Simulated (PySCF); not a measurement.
Compound: C6H14N2Si2.
Atom-mapped SMILES: `[N:1]#[C:2][SiH2:3][NH:4][SiH2:5][CH:6]1[CH2:7][CH2:8][CH2:9][CH2:10]1` (hydrogens: H11, H12 on Si3; H13 on N4; H14, H15 on Si5; H16 on C6; H17, H18 on C7; H19, H20 on C8; H21, H22 on C9; H23, H24 on C10)

Geometry (PBE0-D3(BJ)/def2-SVP, Å), atoms numbered from 1 in this order:
```xyz
24
C6H14N2Si2 angstrom
N      2.7629   -0.8730    1.5321
C      2.6983   -0.7743    0.3778
Si     2.5118   -0.5634   -1.4752
N      1.2837    0.5772   -1.8583
Si    -0.4425    0.2716   -2.0171
C     -1.0743   -0.7069   -0.5348
C     -0.9662    0.0540    0.7938
C     -2.2141    0.9461    0.8180
C     -3.2777    0.2122   -0.0304
C     -2.5754   -1.0250   -0.6212
H      2.1407   -1.9092   -1.9891
H      3.8445   -0.1210   -1.9650
H      1.5678    1.5518   -1.8869
H     -0.7209   -0.5196   -3.2582
H     -1.0822    1.6158   -2.1546
H     -0.4715   -1.6341   -0.5196
H     -0.9936   -0.6695    1.6262
H     -0.0280    0.6188    0.9079
H     -1.9856    1.9279    0.3738
H     -2.5552    1.1455    1.8446
H     -4.1545   -0.0798    0.5665
H     -3.6559    0.8686   -0.8295
H     -2.9209   -1.2670   -1.6397
H     -2.7899   -1.9120   -0.0022
```

Computed with PySCF at PBE0/pcSseg-1, non-relativistic, on one gas-phase PBE0-D3(BJ)/def2-SVP geometry that isn't relaxed in the solvent. The solvent is an IEF-PCM continuum (van der Waals radii × 1.2). Only the electrostatic response of the medium enters.

| run | E − E(gas) (kJ/mol) | HOMO (eV) | HOMO–LUMO gap (eV) | dipole (D) |
| --- | --- | --- | --- | --- |
| gas | 0.00 | -7.73 | 7.04 | 3.10 |
| P | -25.13 | -7.47 | 6.82 | 4.05 |
| Q | -25.78 | -7.47 | 6.81 | 4.08 |

Question: The runs were made in acetonitrile and water. Which run belongs to which solvent?

Answer: P = acetonitrile, Q = water. The dielectric constants are 35.69 (acetonitrile), 78.36 (water), and the energy falls further as ε rises. In this model the ground state sees the solvent through ε alone.

Question: How constant is the ratio of the lowering to (ε − 1)/(2ε + 1)?

Answer: 
| solvent | (ε − 1)/(2ε + 1) | E − E(gas) (kJ/mol) | ratio (kJ/mol) | polarisation term (kJ/mol) |
| --- | --- | --- | --- | --- |
| acetonitrile | 0.479 | -25.13 | -52.4 | -29.94 |
| water | 0.490 | -25.78 | -52.6 | -30.85 |

The ratio changes by +0.2 % in size from acetonitrile to water. The polarisation term is half the interaction of the solute with the induced surface charges.
